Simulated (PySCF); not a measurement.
Mg(H)(OSiH3) (H4MgOSi), SMILES [MgH][O][SiH3]. Geometry optimised at B3LYP-D3(BJ)/def2-TZVP.

Problem. Give the equilibrium geometry at B3LYP-D3(BJ)/def2-TZVP (PySCF confirms it by a frequency run) as a Z-matrix, and its point group. (Estimate from the structure and the level; the computed values follow.)

Solution. point group C3v.
```
O
Si 1 1.6160
H 2 1.4882 1 111.35
H 2 1.4882 3 107.53 1 -122.24
H 2 1.4882 3 107.53 4 -115.52
Mg 1 1.7976 3 147.29 2 180.00
H 6 1.6820 3 160.69 2 180.00
```
Charge 0, spin multiplicity 1.
